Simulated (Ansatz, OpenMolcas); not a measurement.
## Worked example: the enthalpy of formation of C2F4O (trifluoroacetyl fluoride)

C2F4O has 7 atoms, charge 0, and is taken as a singlet. SMILES: `O=C(F)C(F)(F)F`. Geometry: relaxed at PBE0-D4/def2-TZVP.

Total energies at B3LYP/6-31G* (Cartesian functions) (OpenMolcas 26.06); the atoms run unrestricted:

| species | state | energy (Eh) |
| --- | --- | --- |
| C2F4O | singlet | -550.787367 |
| O | triplet | -75.060621 |
| C | triplet | -37.846280 |
| F | doublet | -99.715535 |

Harmonic wavenumbers at PBE0-D4/def2-TZVP, in cm⁻¹: 45, 228, 239, 386, 426, 521, 597, 702, 780, 823, 1129, 1220, 1276, 1353, 1976.

Measured heats of formation of the gaseous atoms at 298.15 K, in kJ/mol: O 249.2, C 716.9, F 79.4. Spin-orbit lowering of the atoms at 298 K (mean of the ground term's levels less their thermal mean, from spectra), in kJ/mol: O 0.40, C 0.02, F 1.29. Take 1 Eh = 2625.50 kJ/mol, 1 cm⁻¹ = 0.0119627 kJ/mol, RT = 2.479 kJ/mol.

Question: Work out the heat of formation of the gas at 298 K.

Answer: 
1. Electronic atomisation energy: (-75.060621) + 2 × (-37.846280) + 4 × (-99.715535) − (-550.787367) = 1.172046 Eh = 3077.2 kJ/mol.
2. Zero-point energy: half the sum of the wavenumbers, 5850.5 cm⁻¹ = 70.0 kJ/mol.
3. Thermal vibrational enthalpy, Σ hcν̃/(exp(hcν̃/kT) − 1): 8.3 kJ/mol. Translation, rotation and pV of a non-linear molecule: 4 RT = 9.9 kJ/mol.
4. The 7 free atoms carry 5/2 RT each: 43.4 kJ/mol.
5. Spin-orbit coupling lowers the free atoms by 0.40 + 2 × 0.02 + 4 × 1.29 = 5.6 kJ/mol.
6. Atomisation enthalpy at 298 K: 3077.2 − 5.6 − 70.0 − 8.3 − 9.9 + 43.4 = 3026.8 kJ/mol.
7. Sum of the atoms' heats of formation: 2000.6 kJ/mol. Heat of formation: 2000.6 − 3026.8 = -1026.2 kJ/mol.

No measured value is set beside it here. Anharmonicity and any spin-orbit splitting of the molecule are left out.
